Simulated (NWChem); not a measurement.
CF cation, singlet

```xyz
2

C      0.0000     0.0000    -0.6977
F      0.0000     0.0000     0.4710
```
Atoms are numbered in this order, from 1.

Low-valent species are run as closed-shell singlets; no triplet was tried in these runs. All runs use the structure optimised with B3LYP/6-31G* (spherical d).

Question: List the 6 lowest vertical singlet excitations and the 6 lowest triplet ones from PBE/def2-SVPD, TDA (NWChem).

Answer: 
```tsv
state	energy (eV)	oscillator strength	leading excitation (squared amplitude)
S1	8.26	0.124	HOMO → LUMO (0.97)
S2	8.26	0.124	HOMO → LUMO+1 (0.97)
S3	11.19	0.000	HOMO−2 → LUMO (0.50)
S4	11.49	0.000	HOMO−2 → LUMO+1 (0.50)
S5	11.49	0.000	HOMO−2 → LUMO (0.50)
S6	14.84	0.001	HOMO → LUMO+2 (0.72)
T1	4.31	spin-forbidden	HOMO → LUMO (1.00)
T2	4.31	spin-forbidden	HOMO → LUMO+1 (1.00)
T3	9.83	spin-forbidden	HOMO−2 → LUMO+1 (0.50)
T4	10.30	spin-forbidden	HOMO−2 → LUMO+1 (0.50)
T5	10.30	spin-forbidden	HOMO−2 → LUMO (0.50)
T6	11.19	spin-forbidden	HOMO−2 → LUMO (0.50)
```
